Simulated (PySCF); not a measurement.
Computed IR spectrum (relative IR intensity) of a molecule C3H6BFO. Geometry: ωB97X-D3(BJ)/def2-SVP. One conformer was computed; it need not be the lowest. These are ωB97X-D3(BJ)/def2-SVP (PySCF 2.14.0) values and carry that method's errors. Harmonic, unscaled wavenumbers; measured fundamentals usually lie a few per cent lower.

ν (cm⁻¹): 520 (vw), 654 (w), 672 (vw), 855 (w), 958 (w), 964 (vw), 1036 (m), 1047 (w), 1063 (vw), 1189 (w), 1231 (vw), 1383 (vs), 1421 (vw), 1482 (s), 1748 (w), 3073 (vw), 3849 (m) (against the strongest line: vs over 80 %, s over 45 %, m over 15 %, w over 4 %, vw less)

Question: Pick the molecule that these values belong to.
A. C=CB(F)CO
B. OB(F)C1CC1
C. C=CCB(O)F
D. CB(F)C(C)=O

Answer: C, C=CCB(O)F
